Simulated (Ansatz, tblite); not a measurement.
Cost and result up the ladder for the cluster LiPt3 (the lowest doublet isomer of a short search) (4 atoms). The state is a doublet with charge 0. Geometry: PBE-D4/def2-TZVP.

```
atom   x (Å)   y (Å)   z (Å)
 Li1  -0.966   0.893  -0.745
 Pt2  -0.806  -0.999   0.871
 Pt3   0.905   0.879   0.902
 Pt4   0.867  -0.773  -1.028
```

Ansatz on 4 threads of Arm Neoverse V1 on a shared host; xTB runs through tblite on one thread. Times are rough, summed over both states, and most runs start from the orbitals of an earlier one. No level here is sound enough to serve as a yardstick. The other state is a singlet.

In the def2 sets Pt takes a core potential; there is no spin–orbit coupling. The xTB rows come from tblite. The structure comes from a short search, and lower isomers may exist.

Raw xTB energies of ions are shifted by several eV, and xTB has no spin-polarisation term.

```tsv
level	functions	wall time	vertical IE (eV)	remarks
GFN1-xTB	31	0.006 s	12.86	–
GFN2-xTB	31	0.008 s	10.17	–
PBE-D4/def2-TZVP (with forces)	134	5.7 s	7.06	restricted singlet, untested (+1 singlet)
PBE0-D4/def2-TZVP	134	10 s	6.97	restricted singlet, untested (+1 singlet)
r2SCAN-D4/def2-TZVP	134	28 s	7.03	restricted singlet, untested (+1 singlet), spin-contaminated (⟨S²⟩ 0.83) (doublet)
```
